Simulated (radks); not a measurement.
Results of a calculation; reference values are marked as such.
The mean radii <r> (bohr) of the occupied orbitals of an atom or ion are listed with their occupations. Code: a radial shooting solver on a logarithmic mesh with Libxc functionals. Model: non-relativistic Kohn-Sham, PBEsol, spin-polarised, spherical densities, point nucleus.

| orbital | occ. | <r> |
|---|---|---|
| 1s up | 1 | 0.2716 |
| 1s down | 1 | 0.2710 |
| 2s up | 1 | 1.457 |
| 2s down | 1 | 1.481 |
| 2p up | 1 | 1.487 |

Name the element and its charge.

Answer. Z = 6, carbon, charge +1: C+ in 1s(up 1, down 1) 2s2 2p1. The 1s radius gives Z: for a bare nucleus <r> = 1.5/Z, 0.25 bohr for Z = 6, and screening makes it slightly larger (0.2716 here). The occupations add up to 5, and the charge is Z minus that.
